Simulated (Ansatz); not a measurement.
`O=[C](O)[GeH3]`. Total charge 0; spin multiplicity 1.

```xyz
8

O     0.899   -1.282    1.116
C     0.048   -0.603    0.616
O    -1.243   -0.661    0.985
Ge    0.347    0.731   -0.841
H    -1.310   -1.326    1.691
H    -0.481    0.316   -2.063
H    -0.105    2.110   -0.347
H     1.844    0.717   -1.156
```

(1) What are the harmonic wavenumbers in cm⁻¹ at PBE0-D4/def2-TZVP (Ansatz, finite differences of forces, unscaled)? (An estimate is asked.)

(2) Is this a minimum?

(3) Give the ideal-gas thermochemistry at 298.15 K and 1 bar (rigid rotor, harmonic oscillator; point group Cs, symmetry number 1).

(4) And at 400, 500, 600, 800 and 1000 K?

## Answers

(1) Ansatz gave: 22, 224, 346, 377, 567, 603, 687, 727, 808, 875, 878, 1146, 1313, 1815, 2172, 2180, 2201, 3717.

(2) Yes, all 18 modes are real.

(3) Zero-point energy 123.6 kJ/mol; H(298) − E = 141.1 kJ/mol; entropy 330.8 J/(mol·K), of which translation 168.6, rotation 108.7, vibration 53.5; G(298) − E = 42.5 kJ/mol. Modes under 100 cm⁻¹ are hindered rotations or soft bends, so the harmonic entropy is rough.

(4) 
| T (K) | H − E (kJ/mol) | S (J/mol/K) | G − E (kJ/mol) |
| --- | --- | --- | --- |
| 400 | 150.8 | 358.6 | 7.4 |
| 500 | 161.7 | 382.9 | -29.7 |
| 600 | 173.7 | 404.7 | -69.1 |
| 800 | 200.2 | 442.7 | -154.0 |
| 1000 | 229.1 | 475.0 | -245.9 |
